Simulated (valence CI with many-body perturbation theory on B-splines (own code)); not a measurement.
**As II: calculated level list**

Level of theory: relativistic CI+MBPT: four valence electrons over a frozen Dirac-Fock core [Ar] 3d10, radial functions for each j: 11 s, 11 p, 10 d, 8 f, 5 g, 2 h, with the one-electron correlation potential Σ1 (screened to all orders), the two-electron term Σ2, the three-electron term Σ3, Breit, model QED; selected single and double excitations, second order for the rest (own B-spline code, finite nucleus).

Against 16 measured levels this calculation errs by 193 cm⁻¹ on average and by 359 at most. These come from a selection out of the NIST Handbook of Basic Atomic Spectroscopic Data. Levels without a partner in it may be off by more. Among the levels kept, up to 2200 cm⁻¹ of a level comes from second order outside the variational space, and about a tenth of that is noise between levels of different J, which matters for small intervals.

Levels 46 to 90 of 156, with energies above the lowest level, (4s^2 4p1/2^2) J=0. "Leading %" is the weight of the configuration and term that name the level; weights of strongly mixed levels are sums over their largest components and can fall short. In the jj column 3d3/2^4 stands for four electrons in 3d with j = 3/2. Lifetimes count E1, E2, E3, M1 and M2 decay at the calculated energies, and are blank where another channel may lead or the interval is too uncertain; long ones can be off by a factor of two.

```tsv
No.	Configuration	Term	J	E (eV)	Leading %	g	Lifetime	Second component	Leading jj
46	4s 4p3	1P°	1	14.727	44	1.025	283 ps	34 % 4s2 4p 5d 1P°	4s^2 4p1/2 5d3/2 (29 %)
47	4s2 4p 5d	3F°	3	14.793	76	1.102	2.04 ns	9 % 4s2 4p 5d 3D°	4s^2 4p1/2 5d5/2 (74 %)
48	4s2 4p 6p	3D	1	14.920	59	0.711	40.2 ns	30 % 4s2 4p 6p 1P	4s^2 4p1/2 6p1/2 (90 %)
49	4s2 4p 5d	3P°	2	14.954	46	1.311	598 ps	32 % 4s2 4p 5d 3D°	4s^2 4p1/2 5d5/2 (81 %)
50	4s2 4p 6p	3P	1	14.998	42	1.327	24.8 ns	18 % 4s2 4p 6p 3S	4s^2 4p1/2 6p3/2 (90 %)
51	4s2 4p 6p	3D	2	15.013	61	1.187	30.3 ns	16 % 4s2 4p 6p 1D	4s^2 4p1/2 6p3/2 (88 %)
52	4s2 4p 5d	3F°	4	15.025	91	1.251	5.63 ns		4s^2 4p3/2 5d5/2 (91 %)
53	4s2 4p 5d	3D°	1	15.025	65	0.732	452 ps	15 % 4s2 4p 5d 3P°	4s^2 4p1/2 5d3/2 (52 %)
54	4s2 4p 6p	3P	0	15.045	82		20.8 ns	10 % 4s2 4p 6p 1S	4s^2 4p1/2 6p1/2 (86 %)
55	4s2 4p 4f	1F	3	15.056	47	0.964	3.02 ns	32 % 4s2 4p 4f 3G	4s^2 4p1/2 4f5/2 (64 %)
56	4s2 4p 4f	3F	3	15.062	48	1.040	3.23 ns	26 % 4s2 4p 4f 3G	4s^2 4p1/2 4f7/2 (63 %)
57	4s2 4p 4f	3F	4	15.064	37	1.116	3.44 ns	34 % 4s2 4p 4f 3G	4s^2 4p1/2 4f7/2 (91 %)
58	4s2 4p 4f	3F	2	15.067	61	0.806	3.48 ns	18 % 4s2 4p 4f 1D	4s^2 4p1/2 4f5/2 (88 %)
59	4s2 4p 5d	3D°	3	15.208	72	1.275	631 ps	13 % 4s2 4p 5d 3F°	4s^2 4p3/2 5d3/2 (41 %)
60	4s2 4p 5d	3D°	2	15.256	54	1.182	536 ps	18 % 4s2 4p 5d 3P°	4s^2 4p3/2 5d3/2 (81 %)
61	4s2 4p 5d	3P°	0	15.278	91		840 ps		4s^2 4p3/2 5d3/2 (91 %)
62	4s2 4p 6p	1P	1	15.283	43	1.107	27.5 ns	29 % 4s2 4p 6p 3P	4s^2 4p3/2 6p3/2 (51 %)
63	4s2 4p 5d	3P°	1	15.284	73	1.301	747 ps	18 % 4s2 4p 5d 3D°	4s^2 4p3/2 5d3/2 (79 %)
64	4s2 4p 6p	3D	3	15.323	89	1.327	29.6 ns		4s^2 4p3/2 6p3/2 (89 %)
65	4s2 4p 5d	1D°	2	15.329	50	1.145	411 ps	26 % 4s2 4p 5d 3P°	4s^2 4p3/2 5d5/2 (77 %)
66	4s2 4p 6p	3P	2	15.346	63	1.384	22.1 ns	24 % 4s2 4p 6p 3D	4s^2 4p3/2 6p1/2 (63 %)
67	4s2 4p 4f	3G	3	15.379	36	0.926	2.99 ns	34 % 4s2 4p 4f 1F	4s^2 4p3/2 4f5/2 (82 %)
68	4s2 4p 4f	3F	4	15.383	56	1.166	3.27 ns	27 % 4s2 4p 4f 3G	4s^2 4p3/2 4f7/2 (81 %)
69	4s2 4p 6p	3S	1	15.393	69	1.857	25.8 ns	21 % 4s2 4p 6p 3P	4s^2 4p3/2 6p1/2 (54 %)
70	4s2 4p 5d	1F°	3	15.408	77	1.041	617 ps	11 % 4s2 4p 5d 3D°	4s^2 4p3/2 5d5/2 (50 %)
71	4s2 4p 6p	1D	2	15.434	38	1.028	5.96 ns	15 % 4s2 4p 4f 1D	4s^2 4p3/2 6p3/2 (39 %)
72	4s2 4p 4f	3D	3	15.440	60	1.243	3.51 ns	19 % 4s2 4p 4f 3F	4s^2 4p3/2 4f7/2 (76 %)
73	4s2 4p 4f	3G	5	15.445	94	1.200	2.99 ns		4s^2 4p3/2 4f7/2 (94 %)
74	4s2 4p 6p	1D	2	15.454	34	1.005	6.93 ns	17 % 4s2 4p 4f 1D	4s^2 4p3/2 4f5/2 (45 %)
75	4s2 4p 4f	1G	4	15.467	61	1.019	3.99 ns	32 % 4s2 4p 4f 3G	4s^2 4p3/2 4f5/2 (83 %)
76	4s2 4p 4f	3D	2	15.517	51	1.092	3.93 ns	42 % 4s2 4p 4f 1D	4s^2 4p3/2 4f7/2 (88 %)
77	4s2 4p 4f	3D	1	15.518	93	0.499	3.58 ns		4s^2 4p3/2 4f5/2 (93 %)
78	4s2 4p 6p	1S	0	15.590	80		23.5 ns	10 % 4s2 4p 6p 3P	4s^2 4p3/2 6p3/2 (84 %)
79	4s2 4p 5d	1P°	1	15.686	49	0.991	339 ps	20 % 4s 4p3 1P°	4s^2 4p3/2 5d5/2 (42 %)
80	4s2 4p 7s	3P°	0	15.886	93		4.34 ns		4s^2 4p1/2 7s (93 %)
81	4s2 4p 7s	3P°	1	15.908	65	1.351	3.49 ns	26 % 4s2 4p 7s 1P°	4s^2 4p1/2 7s (91 %)
82	4s2 4p 6d	3F°	2	16.155	77	0.728	3.80 ns	9 % 4s2 4p 6d 1D°	4s^2 4p1/2 6d3/2 (88 %)
83	4s2 4p 6d	3F°	3	16.214	59	1.117	2.40 ns	18 % 4s2 4p 6d 3D°	4s^2 4p1/2 6d5/2 (87 %)
84	4s2 4p 6d	3P°	2	16.227	38	1.329	1.37 ns	24 % 4s2 4p 6d 3D°	4s^2 4p1/2 6d5/2 (75 %)
85	4s2 4p 7s	1P°	1	16.248	34	0.999	1.65 ns	24 % 4s2 4p 6d 3D°	4s^2 4p3/2 7s (49 %)
86	4s2 4p 7s	3P°	2	16.269	78	1.460	4.85 ns	6 % 4s2 4p 6d 3P°	4s^2 4p3/2 7s (78 %)
87	4s2 4p 7p	3D	1	16.272	64	0.683	70.2 ns	25 % 4s2 4p 7p 1P	4s^2 4p1/2 7p1/2 (92 %)
88	4s2 4p 7p	3P	1	16.307	46	1.431	37.3 ns	22 % 4s2 4p 7p 3S	4s^2 4p1/2 7p3/2 (92 %)
89	4s2 4p 6d	3D°	1	16.309	36	0.917	1.66 ns	31 % 4s2 4p 7s 1P°	4s^2 4p3/2 7s (42 %)
90	4s2 4p 7p	3D	2	16.320	52	1.172	49.8 ns	22 % 4s2 4p 7p 1D	4s^2 4p1/2 7p3/2 (88 %)
```

Where two levels of one J and parity lie close, their mixing, g and order are uncertain.
